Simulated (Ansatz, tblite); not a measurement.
Cost and result up the ladder for `CN(C)c1ccc(-c2ccc(-c3ccc(C#N)s3)s2)s1` (32 atoms). The state is a singlet with charge 0. Geometry: r2SCAN-D4/def2-SVP.

Cartesian coordinates in Å:
```
C 1.4960 -1.7011 -4.4776
N 1.4662 -2.7556 -3.4877
C 1.5058 -4.1339 -3.9267
C 0.9497 -2.5019 -2.2479
C 0.5974 -3.4098 -1.2497
C 0.1398 -2.7754 -0.0743
C 0.1089 -1.3902 -0.1438
C -0.3102 -0.4496 0.8554
C -0.9046 -0.7092 2.0907
C -1.1863 0.4530 2.8316
C -0.8211 1.6316 2.1892
C -0.9600 2.9909 2.6287
C -0.5630 4.1627 1.9834
C -0.8575 5.3314 2.7094
C -1.4846 5.0728 3.9225
C -1.9168 5.9965 4.8944
N -2.2777 6.7596 5.7031
S -1.7105 3.3566 4.1578
S -0.1032 1.2689 0.6358
S 0.6644 -0.8563 -1.7231
H 1.9522 -0.7939 -4.0485
H 2.1165 -2.0174 -5.3271
H 0.4879 -1.4333 -4.8535
H 0.4950 -4.5644 -4.0734
H 2.0545 -4.1931 -4.8760
H 2.0376 -4.7537 -3.1876
H 0.6710 -4.4908 -1.3653
H -0.1641 -3.3214 0.8211
H -1.1345 -1.7192 2.4334
H -1.6533 0.4438 3.8196
H -0.0688 4.1581 1.0097
H -0.6265 6.3445 2.3765
```

Ansatz on 2 threads of AMD EPYC 7R13 on a shared host and a share (18 GiB) of an NVIDIA H100 80GB HBM3; xTB runs through tblite on one thread. Times are rough, summed over both states, and most runs start from the orbitals of an earlier one. PBE0-D4/def2-TZVP serves as the yardstick here, not as an exact answer. The other state is a triplet.

The xTB rows come from tblite. Single mean-field runs in def2-TZVP are fitted with def2-universal-jkfit.

xTB has no spin-polarisation term.

| level | functions | vertical triplet (eV) | difference from PBE0-D4/def2-TZVP (eV) |
| --- | --- | --- | --- |
| PBE-D4/def2-TZVP | 710 | 1.63 | -0.13 |
| PBE0-D4/def2-TZVP | 710 | 1.76 | 0.00 |
| GFN1-xTB | 119 | 1.77 | 0.01 |
| GFN2-xTB | 107 | 1.72 | -0.05 |

Problem. Estimate how long each takes.

Solution. GFN2-xTB 0.12 s; GFN1-xTB 0.13 s; PBE-D4/def2-TZVP 14 s; PBE0-D4/def2-TZVP 20 s. On shared hardware such times vary by a factor of up to 3.
